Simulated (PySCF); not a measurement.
Choosing a molecule for a target property.

All species are isolated and taken at one optimised geometry (atoms past krypton carry core potentials, spin–orbit coupling is left out); the electronic structure was computed with PySCF and density fitting.

The conformers computed, where there is a choice (atom-mapped SMILES and torsion angles):
- `[CH3:1][O:2][B:3]([Br:4])[C@H:5]1[CH2:6][C@H:7]([CH3:8])[CH2:9]1`: C1–O2–B3–Br4 -1°, O2–B3–C5–C6 9°
- `[cH:1]1[cH:2][c:3](-[c:4]2[cH:5][cH:6][s:7][cH:8]2)[cH:9][cH:10][n:11]1`: C2–C3–C4–C5 153°
- `[CH3:1][CH2:2][CH2:3][c:4]1[n:5][cH:6][n:7][cH:8][n:9]1`: C1–C2–C3–C4 180°, C2–C3–C4–N5 -89°
- `[CH3:1][S:2][Si@@H:3]([SiH3:4])[O:5][SiH3:6]`: C1–S2–Si3–Si4 174°, S2–Si3–O5–Si6 -39°
- `[CH:1]#[C:2][C:3](=[CH2:4])[Se:5][CH3:6]`: C2–C3–Se5–C6 1°

(1) Wanted: lowest triplet excitation (Tamm–Dancoff) between 5 eV and 6 eV (TDA CAM-B3LYP/def2-SVPD) and HOMO–LUMO gap above 9 eV (CAM-B3LYP/def2-SVPD), at PBE0-D3(BJ)/def2-SVP geometries. Which candidate meets both?
A. `[In]([F])([F])[F]`
B. `COB(Br)[C@H]1C[C@H](C)C1`
C. `FB(C)F`
D. `C1=CC(C2=CSC=C2)=CC=N1`

(2) Wanted: HOMO energy between -9.2 eV and -9 eV (CAM-B3LYP/def2-SVPD) and static isotropic polarisability above 60 au (CAM-B3LYP/def2-SVPD), at PBE0-D3(BJ)/def2-SVP geometries. Which candidate meets both?
A. `CB(F)F`
B. `CCCC1=NC=NC=N1`
C. `COB(Br)[C@H]1C[C@H](C)C1`
D. `c1cc(-c2ccsc2)ccn1`
E. `CS[Si@@H]([SiH3])O[SiH3]`
F. `[F][In]([F])[F]`

(3) Wanted: lowest singlet excitation below 4.6 eV (TDDFT CAM-B3LYP/def2-SVPD) and smallest rotational constant above 1 GHz (PBE0-D3(BJ)/def2-SVP), at PBE0-D3(BJ)/def2-SVP geometries. Which candidate meets both?
A. `C#CC(=C)[Se]C`
B. `CB(F)F`
C. `CCCc1ncncn1`
D. `COB(Br)[C@H]1C[C@H](C)C1`
E. `O([SiH3])[Si@H]([SiH3])SC`
F. `[F][In]([F])[F]`

Results:

(1) A. Computed values:
```
                 species  lowest triplet excitation (Tamm–Dancoff)  HOMO–LUMO gap
  C1=CC(C2=CSC=C2)=CC=N1                                   3.45 eV        7.69 eV
       [In]([F])([F])[F]                                   5.56 eV       10.11 eV
COB(Br)[C@H]1C[C@H](C)C1                                   6.20 eV        9.94 eV
                  FB(C)F                                   7.98 eV       12.70 eV
```

(2) C. Computed values:
```csv
species,HOMO energy,static isotropic polarisability
[F][In]([F])[F],-12.93 eV,29.4 au
CB(F)F,-11.87 eV,27.6 au
CCCC1=NC=NC=N1,-9.32 eV,88.5 au
COB(Br)[C@H]1C[C@H](C)C1,-9.15 eV,108.4 au
CS[Si@@H]([SiH3])O[SiH3],-8.48 eV,119.6 au
c1cc(-c2ccsc2)ccn1,-8.09 eV,128.6 au
```

(3) A. Computed values:
```
                  species  lowest singlet excitation  smallest rotational constant
            C#CC(=C)[Se]C                    4.49 eV                     1.265 GHz
              CCCc1ncncn1                    4.79 eV                     0.823 GHz
O([SiH3])[Si@H]([SiH3])SC                    5.74 eV                     0.751 GHz
          [F][In]([F])[F]                    6.23 eV                     2.369 GHz
 COB(Br)[C@H]1C[C@H](C)C1                    6.54 eV                     0.467 GHz
                   CB(F)F                    8.82 eV                     4.650 GHz
```
